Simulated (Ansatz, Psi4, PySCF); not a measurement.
isopropylamine (C3H9N), singlet, geometry from GFN2-xTB. Base run: PySCF with REVPBE/STO-3G.

Here is a job for PySCF.
```python
from pyscf import gto, scf, dft

mol = gto.Mole()
mol.atom = '''
    C    -0.550747    1.208348    0.557764
    C    -0.020673    0.106768   -0.356475
    C     1.417966   -0.252719    0.005990
    N    -0.851409   -1.078139   -0.182948
    H     0.077072    2.092907    0.490693
    H    -0.559445    0.854269    1.584957
    H    -1.566069    1.481641    0.278042
    H    -0.035839    0.480381   -1.399895
    H     1.801680   -1.017713   -0.665842
    H     1.450773   -0.637602    1.021550
    H     2.057879    0.622864   -0.064471
    H    -0.530063   -1.829027   -0.784158
    H    -1.815395   -0.875126   -0.423915
'''
mol.basis = 'sto-3g'
mol.charge = 0
mol.spin = 0
mol.verbose = 4
mol.build()

mf = dft.RKS(mol)
mf.xc = 'revpbe'
mf.kernel()
```

The same geometry, method and basis name were run in Ansatz (a quantum-chemistry and plane-wave program) and Psi4 and PySCF, at each program's defaults and at the settings that a row names. The base is PySCF at its defaults. Differences at the defaults can come from grids, fitting, cores and function types together.

| code and settings | ΔE vs base (µEh) | basis functions | E (Eh) | SCF cycles | dipole (D) |
|---|---|---|---|---|---|
| PySCF, defaults (exact integrals, its default grid, spherical functions) | 0.0 | 29 | -172.28343 | 8 | 1.28 |
| Psi4, defaults (density fitting with its default set, its default grid, spherical functions) | -1333 | 29 | -172.28476 | 7 | 1.28 |
| Ansatz, defaults (factorised integrals, its default grid, spherical functions) | -5.6 | 29 | -172.28344 | - | - |
| PySCF, density fitting with def2-universal-jkfit | -1336 | 29 | -172.28477 | 8 | 1.28 |
| PySCF, fine grid | -4.6 | 29 | -172.28344 | 8 | 1.28 |
| Psi4, exact integrals, spherical functions, fine grid | -4.7 | 29 | -172.28344 | 9 | 1.28 |
| Ansatz, high accuracy | -4.6 | 29 | -172.28344 | - | - |
